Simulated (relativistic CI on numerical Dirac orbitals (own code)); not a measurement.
## Cr²⁺ in a cubic cluster: 2p photoemission with charge transfer

Computed with a charge-transfer multiplet model of a cubic metal-ligand cluster with up to one ligand hole, Slater and spin-orbit integrals from Dirac-Coulomb-Breit ions, Slater integrals scaled by 0.9. The ground state mixes d4 with configurations of k ligand holes L, whose averages lie at kΔ + k(k − 1)U_dd/2; a core hole lowers each added d electron by U_cd. 300 K, Lorentzian 0.6 eV and Gaussian 0.8 eV FWHM.

Atomic integrals in eV (Slater integrals scaled, ζ unscaled), ground: F2dd 8.634, F4dd 5.365, zeta_d 0.027; with the core hole: F2dd 10.375, F4dd 6.499, zeta_d 0.047, zeta_core 5.620, F2cd 5.906, G1cd 4.389, G3cd 2.492.

Cluster parameters (eV): U_dd = 6.7, U_cd = 8.6, 10Dq = 0.5, 10Dq(ligand) = 0.1, V(eg) = 2.55, V(t2g) = -1.09, final-state hopping factor = 0.8.

```
      Case   n_d    d4   d5L     S
Δ = 5.5 eV  4.26  0.74  0.26  2.00
Δ = 7.5 eV  4.19  0.81  0.19  2.00
Δ = 8.5 eV  4.17  0.83  0.17  2.00
```

Weights, n_d and S are thermal averages at 300 K. Binding energies count from the first peak over 30 % of the highest in each spectrum, which can be another peak from case to case. The parameters are a model scan and need not match a compound or its usual spin state. Peaks in eV (height, largest 100):
- Δ = 5.5 eV: 0.0 (100), 1.2 (87), 4.0 (51), 5.8 (52), 11.5 (78), 15.3 (25), 20.4 (13)
- Δ = 7.5 eV: 0.0 (100), 1.1 (86), 3.8 (46), 5.6 (46), 11.2 (68), 15.1 (21), 19.7 (8)
- Δ = 8.5 eV: 0.0 (100), 1.1 (85), 3.8 (41), 5.5 (41), 11.1 (65), 15.1 (18), 19.6 (6)

For the case Δ = 5.5 eV, Δ = 5.5 eV is smaller than U_dd = 6.7 eV, the charge-transfer side of the Zaanen-Sawatzky-Allen scheme. With the core hole the configuration with one ligand hole lies at Δ − U_cd = -3.1, -1.1, -0.1 eV from the one without, in the order of the table; where this is negative the screened configuration lies lower, though the effective hopping of about 3.7 eV (from the holes of the mixed ground state) mixes the two strongly wherever it is as large as the gap.

With at most 1 ligand hole the space is cut while the next configuration still counts, so covalency is underestimated, and a final configuration with one more ligand hole, which can lie low, is missing from the spectra.
